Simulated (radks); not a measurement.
The numbers below are computed, except where a source is named.
Dipole-allowed excitations along the series with 2 electrons in [He]. Level of theory: non-relativistic Kohn-Sham, LDA (Slater exchange, Perdew-Wang correlation), spin-unpolarised, spherical densities, point nucleus (a radial shooting solver on a logarithmic mesh with Libxc functionals). Time-dependent linear response with the Hartree and adiabatic LDA kernel, continuum included through the Sternheimer equations. Lines are the poles of the dipole polarisability below minus the highest occupied eigenvalue, found on a grid refined at the orbital gaps; the lowest seven at most are given, and weak or close lines can be missed. The first line takes the name of the lowest orbital gap if no other gap lies below it; otherwise a line is named after a gap within 0.6 % of it, if that gap stands alone.

species  -e(HOMO) (eV)  lowest orbital gap (eV)  first line (eV)      f  static alpha (bohr^3)
N5+             507.37             1s-2p 412.34   413.31 (1s-2p)  0.596               0.004870
O6+             687.27             1s-2p 552.58   553.86 (1s-2p)  0.628               0.002759
F7+             894.38             1s-2p 713.23   714.82 (1s-2p)  0.652               0.001678
Ne8+            1128.7             1s-2p 894.27   896.18 (1s-2p)  0.670               0.001078
Mg10+           1678.9             1s-2p 1317.6   1320.1 (1s-2p)  0.699              0.0005040
